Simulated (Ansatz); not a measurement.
Reactions of `C[SiH2]S[SiH2]Cl`.

Gas-phase electronic energies from Ansatz, PBE0-D4/def2-TZVP geometries. CCSD(T)/CBS is the MP2 limit (def2-TZVPP, def2-QZVPP) plus CCSD(T) − MP2 in def2-TZVPP, frozen cores. This one scheme is used for every species. Double bonds are as drawn, so ΔE can hold a change between cis and trans. For Ga outer-core shells are correlated without core-valence functions, which leaves a few kJ/mol of doubt a bond. Scalar relativity is left out up to krypton. One conformer a species, not always the lowest.

(1) Order these by ΔE at CCSD(T)/CBS, lowest first. (Best estimate.)
A. `C[SiH2]S[SiH2]Cl` + `CBBN` → `NB[SiH2]Cl` + `CBS[SiH2]C`
B. `C[SiH2]S[SiH2]Cl` + `[NH2][AlH2]` → `C[SiH2][NH][AlH2]` + `S[SiH2]Cl`
C. `C[SiH2]S[SiH2]Cl` + `BN(C)[SiH2]F` → `CN([SiH2]F)[SiH2]Cl` + `BS[SiH2]C`
D. `C[SiH2]S[SiH2]Cl` + `C/C=N\[SiH3]` → `C/C=N\[SiH2]Cl` + `C[SiH2]S[SiH3]`
E. `C[SiH2]S[SiH2]Cl` + `[GaH3]` → `C[SiH2]S[SiH2][GaH2]` + HCl
F. `C[SiH2]S[SiH2]Cl` + `CN[SiH2]O` → `CN[SiH2]OC` + `[SiH3]S[SiH2]Cl`

Largest T1 diagnostic: 0.013, for `BS[SiH2]C`.

Results:

(1) A (-0.42 eV), D (-0.15 eV), B (+0.10 eV), C (+0.45 eV), E (+0.73 eV), F (+1.03 eV).
